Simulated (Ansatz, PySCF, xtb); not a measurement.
The molecule ZrTe, closed-shell singlet (lowest of 2S+1 = 1, 3, 5, 7 at CCSD(T)/def2-TZVPP on PBE0 minima; our sources give no spin for the ground state, which may be another). No spin–orbit coupling.

The constants come from a fifth-degree fit in 1/R (seven points, main isotopes). In def2 and cc sets the state is the lowest found near the PBE0 minimum, followed along R. The singlet is held restricted. HF and MP2 rows in def2 and cc sets belong to the determinant that coupled cluster picked by its CCSD energy.

Run with Ansatz (Gaussian orbitals); PySCF for 3-21G rows, STO-3G rows; xtb for the GFN methods. Each number belongs to the level named beside it. In def2 rows elements past Kr take small-core potentials, without spin–orbit coupling.

| level | r_e (Å) | ω_e (cm⁻¹) | B_e (cm⁻¹) | α_e (cm⁻¹) | dipole (D) |
|---|---|---|---|---|---|
| GFN1-xTB | 2.591 | 402 | 0.0472 | 0.00013 | - |
| GFN2-xTB | 2.630 | 341 | 0.0459 | 0.00014 | - |
| HF/STO-3G | 2.450 | 379 | 0.0528 | 8.0e-5 | 7.94 |
| HF/3-21G | 2.561 | 299 | 0.0484 | 0.00011 | 7.87 |
| HF/def2-TZVPP | 2.511 | 316 | 0.0503 | 0.00011 | - |
| HF/def2-QZVPP | 2.508 | 317 | 0.0504 | 0.00011 | - |
| SVWN5/def2-TZVPP | 2.481 | 312 | 0.0515 | 0.00011 | 3.03 |
| PBE/def2-TZVPP | 2.509 | 300 | 0.0504 | 0.00011 | 3.11 |
| r2SCAN/def2-TZVPP | 2.500 | 309 | 0.0508 | 0.00011 | 3.63 |
| B97M-V/def2-TZVPP | 2.511 | 305 | 0.0503 | 0.00011 | 3.08 |
| B3LYP/def2-TZVPP | 2.509 | 305 | 0.0504 | 0.00011 | 3.73 |
| PBE0/def2-TZVPP | 2.487 | 317 | 0.0513 | 0.00011 | 3.88 |
| BHLYP/def2-TZVPP | 2.491 | 319 | 0.0511 | 0.00010 | 4.66 |
| CAM-B3LYP/def2-TZVPP | 2.485 | 321 | 0.0514 | 0.00010 | 4.43 |
| wB97X-V/def2-TZVPP | 2.474 | 329 | 0.0519 | 1.0e-4 | 4.87 |
| wB97M-V/def2-TZVPP | 2.477 | 327 | 0.0517 | 0.00010 | 4.73 |
| B2PLYP/def2-TZVPP | 2.509 | 305 | 0.0504 | 0.00011 | - |
| MP2/def2-TZVPP | 2.466 | 344 | 0.0522 | 8.0e-5 | - |
| MP2/def2-QZVPP | 2.456 | 345 | 0.0526 | 8.2e-5 | - |
| MP2/CBS(def2-TZVPP, def2-QZVPP) | 2.451 | 345 | 0.0528 | 8.4e-5 | - |
| SCS-MP2/def2-TZVPP | 2.478 | 338 | 0.0517 | 8.2e-5 | - |
| SCS-MP2/def2-QZVPP | 2.469 | 338 | 0.0520 | 8.5e-5 | - |
| CCSD/def2-TZVPP | 2.496 | 320 | 0.0509 | 0.00010 | - |
| CCSD/def2-QZVPP | 2.485 | 322 | 0.0514 | 0.00010 | - |
| CCSD(T)/def2-TZVPP | 2.518 | 304 | 0.0501 | 0.00011 | - |
| CCSD(T)/def2-QZVPP | 2.505 | 307 | 0.0506 | 0.00011 | - |
| CCSD(T)/CBS(def2-TZVPP, def2-QZVPP) | 2.498 | 309 | 0.0509 | 0.00011 | - |

Correlated levels freeze the inner cores; with def2 sets outer-core shells near the valence are correlated too. CBS: X⁻³ extrapolation of the correlation energy, Hartree–Fock from the larger set. Rows in 3-21G, STO-3G carry no dispersion term and start afresh at each structure; the Pople sets are all-electron and without relativity.

Doubts at one or more of the structures used: a restricted determinant that unrestricted orbitals would lower (HF/def2-TZVPP, HF/def2-QZVPP, B2PLYP/def2-TZVPP, MP2/def2-TZVPP, MP2/def2-QZVPP, MP2/CBS(def2-TZVPP, def2-QZVPP), SCS-MP2/def2-TZVPP, SCS-MP2/def2-QZVPP, CCSD/def2-TZVPP, CCSD/def2-QZVPP, CCSD(T)/def2-TZVPP, CCSD(T)/def2-QZVPP, CCSD(T)/CBS(def2-TZVPP, def2-QZVPP)).

Ansatz is a program for electronic structure.
